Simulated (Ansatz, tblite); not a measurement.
Removing an electron: SnBrH3 (SnH3Br). Total charge 0; singlet. Geometry: r2SCAN-D4/def2-TZVP. Ansatz, gas phase; energy differences of separate SCF runs; the oxidised species was run as a doublet alone.

```xyz
5

Sn   -0.109   -0.125   -0.129
Br    1.181    1.357    1.397
H     0.162    0.456   -1.703
H    -1.738    0.007    0.339
H     0.504   -1.695    0.096
```

In the def2 sets Sn takes a core potential; there is no spin–orbit coupling. The xTB rows come from tblite. Correlated methods freeze 13 core orbitals; core or outer-core shells of Sn, Br are correlated, in sets that lack core-valence functions.

(1) Estimate orbital energies and vertical ionisation energies at: GFN1-xTB; GFN2-xTB; HF/def2-TZVPP; r2SCAN-D4/def2-TZVP; PBE0-D4/def2-TZVP; MP2/def2-TZVPP; CCSD/def2-TZVPP; CCSD(T)/def2-TZVPP.

## Answers

(1) 
| level | −HOMO (eV) | vertical IE (eV) | −LUMO (eV) | HOMO–LUMO gap (eV) |
| --- | --- | --- | --- | --- |
| GFN1-xTB | 11.56 | 15.50 | 6.23 | 5.33 |
| GFN2-xTB | 11.37 | 14.87 | 6.83 | 4.54 |
| HF/def2-TZVPP | – | 9.62 | – | – |
| r2SCAN-D4/def2-TZVP | 7.22 | 10.35 | 1.62 | 5.60 |
| PBE0-D4/def2-TZVP | 8.16 | 10.41 | 1.09 | 7.06 |
| MP2/def2-TZVPP | – | 10.62 | – | – |
| CCSD/def2-TZVPP | – | 10.44 | – | – |
| CCSD(T)/def2-TZVPP | – | 10.48 | – | – |

Run but left out: PBE-D4/def2-TZVP (charge +1 doublet: an occupied level 0.03 eV above an empty one).  Raw xTB energy differences between charge states are shifted by several eV; the methods need an empirical correction for them.
